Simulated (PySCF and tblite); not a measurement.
The numbers below are computed, except where a source is named.
System: C6H14P2, numbered as in [CH2:1]=[P@@:2]([CH3:3])(/[CH:4]=[CH:5]/[CH3:6])[CH2:7][PH2:8].

For the rotation about the P2–C1 bond (torsion C3–P2–C1–H from -178° to -55°, rising): electronic barrier 4.00 kcal/mol, zero-point change -0.65 kcal/mol, thermal and entropy terms at 200 K a further 0.15 kcal/mol (symmetry numbers apart). The minimum is C1, the saddle C1. The path came from a restrained scan, a climbing-image band and a saddle search at GFN2-xTB; energies are PBE0/pcSseg-1 + D3(BJ), IEF-PCM chloroform//GFN2-xTB, thermal terms GFN2-xTB. Rates follow Eyring's equation with the number of equivalent paths and no tunnelling. (PySCF 2.14 with density fitting, tblite 0.8.)

(1) How many equivalent paths lead out of the minimum?

(2) Work out the rate at 200 K.

## Answers

(1) 1: the symmetry number of the minimum is 1, that of the saddle displaced along its mode 1.

(2) ΔG‡ = 3.50 kcal/mol; k_B T/h = 4.2×10¹² s⁻¹; exp(−ΔG‡/RT) = 0.00015; times 1 gives k = 6.3×10⁸ s⁻¹. Wigner's tunnelling factor for the 279i cm⁻¹ mode would be 1.17.
